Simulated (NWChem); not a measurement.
System: C$_{2}$H$_{5}$ClO$_{2}$Si; SMILES C([Si@@H](Cl)CO)=O

NWChem printed, in part:

```
             Northwest Computational Chemistry Package (NWChem) 7.3.0
             --------------------------------------------------------

 C1  symmetry detected

                             Geometry "geometry" -> ""
                             -------------------------

 Output coordinates in angstroms (scale by  1.889725989 to convert to a.u.)

  No.       Tag          Charge          X              Y              Z
 ---- ---------------- ---------- -------------- -------------- --------------
    1 O                    8.0000     1.59526453    -1.70691501    -0.29020933
    2 C                    6.0000     1.55105019    -0.55390386     0.08122329
    3 Si                  14.0000    -0.15103785     0.27753583     0.47840238
    4 Cl                  17.0000    -0.01474470     2.23960549    -0.18657987
    5 C                    6.0000    -1.39541724    -0.80809227    -0.43048598
    6 O                    8.0000    -1.18528220    -2.10329934     0.08559017
    7 H                    1.0000     2.50372425     0.03537112     0.16323860
    8 H                    1.0000    -0.36515352     0.28067598     1.95136578
    9 H                    1.0000    -1.26906947    -0.74341397    -1.52932786
   10 H                    1.0000    -2.43394356    -0.50940992    -0.21634989
   11 H                    1.0000    -0.28402433    -2.36832649    -0.16217283

 Effective nuclear repulsion energy (a.u.)     356.0457058536

                                 NWChem DFT Module
                                 -----------------

 Summary of "ao basis" -> "ao basis" (spherical)
 ------------------------------------------------------------------------------
       Tag                 Description            Shells   Functions and Types
 ---------------- ------------------------------  ------  ---------------------
 O                          def2-svp                 6       14   3s2p1d
 C                          def2-svp                 6       14   3s2p1d
 Si                         def2-svp                 8       18   4s3p1d
 Cl                         def2-svp                 8       18   4s3p1d
 H                          def2-svp                 3        5   2s1p

            General Information
            -------------------
          SCF calculation type: DFT
          Wavefunction type:  closed shell.
          No. of atoms     :    11
          No. of electrons :    64
           Alpha electrons :    32
            Beta electrons :    32
          Charge           :     0
          Spin multiplicity:     1
          Use of symmetry is: off; symmetry adaption is: off
          Maximum number of iterations: 200
          AO basis - number of functions:   117
                     number of shells:    55
          Convergence on energy requested:  1.00D-06
          Convergence on density requested:  1.00D-05
          Convergence on gradient requested:  5.00D-04

              XC Information
              --------------
                      r^2SCAN Method XC Functional
               r^2SCAN metaGGA Exchange Functional  1.000
                     r^2SCAN Correlation Potential  1.000

             Grid Information
             ----------------
          Grid used for XC integration:  medium
          Radial quadrature: Mura-Knowles
          Angular quadrature: Lebedev.
          Tag              B.-S. Rad. Rad. Pts. Rad. Cut. Ang. Pts.
          ---              ---------- --------- --------- ---------
          O                   0.60       49          11.0       434
          C                   0.70       49          11.0       434
          Si                  1.10       88           9.0       590
          Cl                  1.00       88          12.0       590
          H                   0.35       45          12.0       434
          Grid pruning is: on
          Number of quadrature shells:   597
          Spatial weights used:  Erf1

      Superposition of Atomic Density Guess
      -------------------------------------

 Sum of atomic energies:        -975.19038737

      Non-variational initial energy
      ------------------------------

 Total energy =    -977.530436
 1-e energy   =   -2053.996101
 2-e energy   =     720.419959
 HOMO         =      -0.260869
 LUMO         =      -0.060240

   convergence    iter        energy       DeltaE   RMS-Dens  Diis-err
 ---------------- ----- ----------------- --------- --------- ---------
 d= 0,ls=0.0,diis     1   -978.6570504803 -1.33D+03  1.92D-02  1.12D+00
 d= 0,ls=0.0,diis     2   -978.1190513019  5.38D-01  1.33D-02  6.10D+00
 d= 0,ls=0.0,diis     3   -978.7803620194 -6.61D-01  3.25D-03  1.23D-01
 d= 0,ls=0.0,diis     4   -978.7864602812 -6.10D-03  1.65D-03  6.38D-02
 d= 0,ls=0.0,diis     5   -978.7931350267 -6.67D-03  3.91D-04  2.61D-03
  Resetting Diis
 d= 0,ls=0.0,diis     6   -978.7933657541 -2.31D-04  1.48D-04  2.49D-04
 d= 0,ls=0.0,diis     7   -978.7933993741 -3.36D-05  4.70D-05  5.14D-06
 d= 0,ls=0.0,diis     8   -978.7933982599  1.11D-06  2.71D-05  1.44D-05
 d= 0,ls=0.0,diis     9   -978.7933999631 -1.70D-06  6.13D-06  1.25D-06
 d= 0,ls=0.0,diis    10   -978.7934000840 -1.21D-07  1.56D-06  6.22D-08

         Total DFT energy =     -978.793400083991
      One electron energy =    -2057.313985779731
           Coulomb energy =      801.354688827705
    Exchange-Corr. energy =      -78.879808985561
 Nuclear repulsion energy =      356.045705853596

 Numeric. integr. density =       63.999992749737

                       DFT Final Molecular Orbital Analysis
                       ------------------------------------

 Vector   30  Occ=2.000000D+00  E=-2.981520D-01
              MO Center= -6.5D-01,  1.7D-01,  1.8D-02, r^2= 5.4D+00
   Bfn.  Coefficient  Atom+Function         Bfn.  Coefficient  Atom+Function
  ----- ------------  ---------------      ----- ------------  ---------------
    59      0.417576   4 Cl pz               84      0.307835   6 O  pz
    56      0.301855   4 Cl pz               87      0.219849   6 O  pz
    53      0.176283   4 Cl pz               68      0.153984   5 C  px
    58      0.147676   4 Cl py               98     -0.144558   8 H  s
    82     -0.142536   6 O  px               81      0.141742   6 O  s

 Vector   31  Occ=2.000000D+00  E=-2.436965D-01
              MO Center= -1.8D-01, -1.2D+00, -3.9D-02, r^2= 4.1D+00
   Bfn.  Coefficient  Atom+Function         Bfn.  Coefficient  Atom+Function
  ----- ------------  ---------------      ----- ------------  ---------------
    84      0.370603   6 O  pz                4     -0.311116   1 O  px
    31     -0.281400   3 Si s                87      0.279009   6 O  pz
     7     -0.243464   1 O  px               83      0.187468   6 O  py
   103      0.171526   9 H  s                58     -0.165223   4 Cl py
    86      0.157230   6 O  py               17     -0.148548   2 C  s

 Vector   32  Occ=2.000000D+00  E=-2.243764D-01
              MO Center=  3.6D-01, -1.0D+00, -4.9D-02, r^2= 4.1D+00
   Bfn.  Coefficient  Atom+Function         Bfn.  Coefficient  Atom+Function
  ----- ------------  ---------------      ----- ------------  ---------------
     4      0.390886   1 O  px                7      0.294518   1 O  px
    36      0.229895   3 Si px               82      0.213267   6 O  px
    93     -0.208566   7 H  s                84      0.201817   6 O  pz
    94     -0.179789   7 H  s                18     -0.177985   2 C  px
    39      0.177347   3 Si px               85      0.161288   6 O  px

 Vector   33  Occ=0.000000D+00  E=-1.102344D-01
              MO Center=  1.3D+00, -7.3D-01,  3.2D-02, r^2= 2.2D+00
   Bfn.  Coefficient  Atom+Function         Bfn.  Coefficient  Atom+Function
  ----- ------------  ---------------      ----- ------------  ---------------
    20      0.453136   2 C  pz               23      0.437825   2 C  pz
     6     -0.398810   1 O  pz                9     -0.390162   1 O  pz
    41      0.214162   3 Si pz               99     -0.188090   8 H  s
    67      0.180816   5 C  s                19     -0.144537   2 C  py
    22     -0.141525   2 C  py               58     -0.132655   4 Cl py

 Vector   34  Occ=0.000000D+00  E=-4.787957D-03
              MO Center= -2.3D-01,  1.8D-01,  4.2D-01, r^2= 4.0D+00
   Bfn.  Coefficient  Atom+Function         Bfn.  Coefficient  Atom+Function
  ----- ------------  ---------------      ----- ------------  ---------------
    40      0.940035   3 Si py               58      0.426919   4 Cl py
    50     -0.422680   4 Cl s                37      0.347053   3 Si py
    81      0.302486   6 O  s                99     -0.233592   8 H  s
    59     -0.232429   4 Cl pz               72      0.229722   5 C  py
    17      0.199305   2 C  s                49     -0.199903   4 Cl s

 Vector   35  Occ=0.000000D+00  E= 2.511382D-02
              MO Center= -3.0D-01,  4.4D-01,  5.2D-01, r^2= 4.0D+00
   Bfn.  Coefficient  Atom+Function         Bfn.  Coefficient  Atom+Function
  ----- ------------  ---------------      ----- ------------  ---------------
    39      1.337339   3 Si px               67      1.120111   5 C  s
    17     -0.933588   2 C  s               104     -0.434181   9 H  s
    72      0.302906   5 C  py               57     -0.290368   4 Cl px
    94      0.274483   7 H  s                99      0.254130   8 H  s
    36      0.241649   3 Si px               40      0.230653   3 Si py

     Multipole analysis of the density
     ---------------------------------

     L   x y z        total         alpha         beta         nuclear
     -   - - -        -----         -----         ----         -------
     0   0 0 0     -0.000000    -32.000000    -32.000000     64.000000

     1   1 0 0      0.144605      0.072302      0.072302      0.000000
     1   0 1 0      0.406487      0.203243      0.203243     -0.000000
     1   0 0 1     -0.017838     -0.008919     -0.008919      0.000000

     2   2 0 0    -36.255455   -146.786227   -146.786227    257.316998
     2   1 1 0     -0.406726     -2.819081     -2.819081      5.231435
     2   1 0 1      1.428010     -1.231612     -1.231612      3.891234
     2   0 2 0    -42.934248   -302.343897   -302.343897    561.753546
     2   0 1 1      0.676364     -1.947002     -1.947002      4.570368
     2   0 0 2    -36.090833    -39.340145    -39.340145     42.589457

            General Information
            -------------------
          SCF calculation type: DFT
          Wavefunction type:  closed shell.
          No. of atoms     :    11
          No. of electrons :    64
           Alpha electrons :    32
            Beta electrons :    32
          Charge           :     0
          Spin multiplicity:     1
          Use of symmetry is: off; symmetry adaption is: off
          Maximum number of iterations: 200
          AO basis - number of functions:   117
                     number of shells:    55
          Convergence on energy requested:  1.00D-06
          Convergence on density requested:  1.00D-05
          Convergence on gradient requested:  5.00D-04

              XC Information
              --------------
                      r^2SCAN Method XC Functional
               r^2SCAN metaGGA Exchange Functional  1.000
                     r^2SCAN Correlation Potential  1.000

             Grid Information
             ----------------
          Grid used for XC integration:  medium
          Radial quadrature: Mura-Knowles
          Angular quadrature: Lebedev.
          Tag              B.-S. Rad. Rad. Pts. Rad. Cut. Ang. Pts.
          ---              ---------- --------- --------- ---------
          O                   0.60       49          11.0       434
          C                   0.70       49          11.0       434
          Si                  1.10       88           9.0       590
          Cl                  1.00       88          12.0       590
          H                   0.35       45          12.0       434
          Grid pruning is: on
          Number of quadrature shells:   597
          Spatial weights used:  Erf1

          Convergence Information
          -----------------------
          Convergence aids based upon iterative change in
          total energy or number of iterations.
          Levelshifting, if invoked, occurs when the
          HOMO/LUMO gap drops below (HL_TOL):  1.00D-02
          DIIS, if invoked, will attempt to extrapolate
          using up to (NFOCK): 10 stored Fock matrices.

                    Damping( 0%)  Levelshifting(0.0)       DIIS
                  --------------- ------------------- ---------------
          dE  on:    start             N/A                start
          dE off:    2 iters           N/A              200 iters

                            NWChem DFT Gradient Module
                            --------------------------

  charge          =   0.00
  wavefunction    = closed shell

                         DFT ENERGY GRADIENTS

    atom               coordinates                        gradient
                 x          y          z           x          y          z
   1 O       3.014613  -3.225602  -0.548416   -0.000727   0.009687   0.003490
   2 C       2.931060  -1.046727   0.153490    0.002568  -0.007383  -0.003212
   3 Si     -0.285420   0.524467   0.904049    0.000088   0.000390  -0.001073
   4 Cl     -0.027863   4.232241  -0.352585   -0.000266  -0.002015   0.000696
   5 C      -2.636956  -1.527073  -0.813501   -0.000004  -0.005110   0.001650
   6 O      -2.239859  -3.974659   0.161742    0.002529   0.004913  -0.003915
   7 H       4.731353   0.066842   0.308476   -0.002120  -0.001546   0.000029
   8 H      -0.690040   0.530401   3.687547    0.000263   0.000427  -0.000062
   9 H      -2.398194  -1.404849  -2.890011    0.000008  -0.000088   0.001293
  10 H      -4.599486  -0.962645  -0.408842    0.000734   0.000155  -0.000010
  11 H      -0.536728  -4.475488  -0.306462   -0.003072   0.000569   0.001115
```

Level: r2SCAN/def2-SVP. Coordinates come from a PBE0/def2-SVP optimisation.

Task: Reconstruct the input file.

Result: Several could match; the one computed here: the input that was run:
```
start job
memory heap 200 mb stack 900 mb global 1100 mb
geometry units angstroms noautoz
  O      1.575577    -1.706884    -0.365687
  C      1.552843    -0.554790     0.010497
  Si    -0.126519     0.283016     0.483753
  Cl    -0.010374     2.246417    -0.181124
  C     -1.414246    -0.794392    -0.373042
  O     -1.187740    -2.092037     0.129815
  H      2.510863     0.030008     0.052549
  H     -0.276254     0.282756     1.964650
  H     -1.335589    -0.727030    -1.476163
  H     -2.441086    -0.491739    -0.113036
  H     -0.299348    -2.360327    -0.157712
end
basis spherical
  O library def2-svp
  C library def2-svp
  Si library def2-svp
  Cl library def2-svp
  H library def2-svp
end
dft
  xc r2scan
  iterations 200
  convergence nolevelshifting
end
task dft gradient
```
